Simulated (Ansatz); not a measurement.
The pair A = H2O (SMILES O) (first 3 atoms), B = C2H3N (SMILES CC#N); geometry from B3LYP-D3(BJ)/def2-TZVP.
(charge 0, multiplicity 1):
| atom | x (Å) | y (Å) | z (Å) |
|---|---|---|---|
| O | -0.1208 | 0.1615 | -0.8812 |
| H | 0.0224 | 0.1125 | 0.0755 |
| H | -1.0409 | 0.4239 | -0.9777 |
| C | 0.8302 | -0.1501 | 4.6360 |
| C | 0.4601 | -0.0354 | 3.2357 |
| N | 0.1701 | 0.0545 | 2.1288 |
| H | 1.2391 | -1.1411 | 4.8335 |
| H | 1.5824 | 0.5985 | 4.8855 |
| H | -0.0446 | 0.0036 | 5.2681 |

Cores are frozen in the correlated methods. MP2 and its Hartree–Fock in aug-cc-pVQZ, aug-cc-pVTZ are density fitted.

Programs: Ansatz (a first-principles code) with Gaussian orbitals. Each number belongs to the level named beside it.

The counterpoise-corrected interaction energy is E(AB) − E(A in the pair's basis) − E(B in the pair's basis). Total energies (hartree):

```csv
level,AB,A in the pair's basis,B in the pair's basis
HF/aug-cc-pVTZ,-208.0410547,-76.0600167,-131.9756198
MP2/aug-cc-pVTZ,-208.8345205,-76.3292440,-132.4975751
HF/aug-cc-pVQZ,-208.0539014,-76.0653250,-131.9831485
MP2/aug-cc-pVQZ,-208.8936001,-76.3518969,-132.5338318
MP2/aug-cc-pVDZ,-208.6499006,-76.2614446,-132.3812593
CCSD(T)/aug-cc-pVDZ,-208.7022080,-76.2744782,-132.4208396
```

Problem. Work out the counterpoise-corrected interaction energy at the basis-set limit: extrapolate the MP2 correlation part as X⁻³, take Hartree–Fock from the larger set, and add the CCSD(T) − MP2 difference of aug-cc-pVDZ.

Solution. 
1. Differences (1 hartree = 627.509 kcal/mol): HF/aug-cc-pVTZ -3.400; MP2/aug-cc-pVTZ -4.833; HF/aug-cc-pVQZ -3.406; MP2/aug-cc-pVQZ -4.939; MP2/aug-cc-pVDZ -4.516; CCSD(T)/aug-cc-pVDZ -4.324.
2. Correlation parts, MP2 less HF: -1.433 in aug-cc-pVTZ (X = 3), -1.533 in aug-cc-pVQZ (X = 4).
3. Limit (4³·(-1.533) − 3³·(-1.433))/(4³ − 3³) = -1.607; with HF/aug-cc-pVQZ it gives -5.013.
4. CCSD(T) less MP2 in aug-cc-pVDZ: 0.192.
Result: -4.82 kcal/mol, against -4.83 at MP2/aug-cc-pVTZ. It is an estimate of this method's limit, not of the exact value.
